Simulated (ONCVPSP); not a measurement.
## What the settings do to the ONCV potential of Sc

Base potential:

ONCVPSP 4.0.1 input, shortened (lines: element, Z, core and valence counts, functional; n l f; lmax; l rc ep ncon nbas qcut; lloc lpopt rc5 dvloc0; l nproj debl; icmod fcfact rcfact), PBE, scalar-relativistic:

```
  Sc 21.00    5    3        4      upf
    1    0    2.00
    2    0    2.00
    2    1    6.00
    3    0    2.00
    3    1    6.00
    3    2    1.00
    4    0    1.00
    4    1    1.00
    2
    0    2.65    0.00    3    6    2.50
    1    3.50    0.00    4    9    2.50
    2    2.45    0.00    4    9    7.60
    4    5    2.00    6.00
    0    1    1.40
    1    2    1.10
    2    2    0.60
    3    5.50    1.65
```

Cutoffs, loose and tight: the cutoffs (Ha) at which the residual kinetic energy of the hardest occupied pseudo-wave falls to 1 and 0.1 mHa per electron. They do not see the model core or the augmentation charge, which bear on the density cutoff. Test errors are all-electron minus pseudo excitation energies from the reference, over the configurations 3d1 4s2 4p0; 3d1 4s1 4p0; 3d1 4s0 4p0; 3d2 4s1 4p0. A dash means not determined; rows that change the core or the reference have their own tests.

```csv
change,outcome,"cutoff, loose","cutoff, tight",bound ghosts,GHOST(+) flags above zero,largest test error (meV)
base,generated,18 Ha,21 Ha,none,none,-310
"core correction Teter function, fcfact 4, rcfact 1.5",generated,18 Ha,21 Ha,none,none,-57
"local potential polynomial inside 1.75 bohr (lpopt 4, dvloc0 2 Ha)",generated,18 Ha,21 Ha,none,none,-310
"reference 3d1 4s1.5; wave 4p: rc 3.50 bohr, ncon 4, nbas 9, qcut 2.5 1/bohr, 2 projectors, debl 1.1 Ha becomes p scattering state at 0.26 Ha: rc 3.50 bohr, ncon 4, nbas 9, qcut 2.5 1/bohr, 2 projectors, debl 1.1 Ha","generated, projector energies reset by the program",18 Ha,21 Ha,none,p,-297
```
